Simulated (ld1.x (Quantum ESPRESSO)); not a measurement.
**u(r) = r·R(r): atom against pseudo-atom (Be (Z = 4))**

Columns: radius, all-electron u(r) and pseudo u(r) of the 2s shell (level -9.50 eV) of beryllium in the configuration [He] 2s1.5 2p0; PBE, non-relativistic, TM semilocal scheme, ld1.x (Quantum ESPRESSO) 7.5.

```
r (bohr)  all-electron   pseudo
   0.210        0.2725  -0.0724
   0.420        0.1631  -0.1477
   0.630       -0.0380  -0.2288
   0.840       -0.2341  -0.3173
   1.050       -0.3941  -0.4115
   1.260       -0.5139  -0.5047
   1.470       -0.5965  -0.5847
   1.680       -0.6450  -0.6395
   1.890       -0.6649  -0.6639
   2.100       -0.6622  -0.6621
   2.310       -0.6425  -0.6425
   2.520       -0.6109  -0.6109
   2.730       -0.5715  -0.5715
   2.940       -0.5279  -0.5279
   3.150       -0.4826  -0.4826
   3.360       -0.4375  -0.4375
   3.570       -0.3939  -0.3939
   3.780       -0.3526  -0.3526
   3.990       -0.3141  -0.3141
   4.200       -0.2786  -0.2786
   4.410       -0.2462  -0.2462
   4.620       -0.2168  -0.2168
   4.830       -0.1903  -0.1903
   5.040       -0.1666  -0.1666
   5.250       -0.1455  -0.1455
   5.460       -0.1267  -0.1267
```

Q: How many radial nodes do the two functions have?

A: The all-electron 2s function has n − l − 1 = 1; the pseudo-wave has 0, since the states of the same l below it are removed with the core.

Q: At about which radius was the pseudo-wave matched?

A: 2.25 bohr, where the columns begin to agree (steps of 0.21 bohr).

Q: Is the pseudo-wave norm-conserving?

A: Yes: the TM semilocal scheme keeps the norm inside the radius equal to the all-electron one, which fixes the energy derivative of the logarithmic derivative at the level.
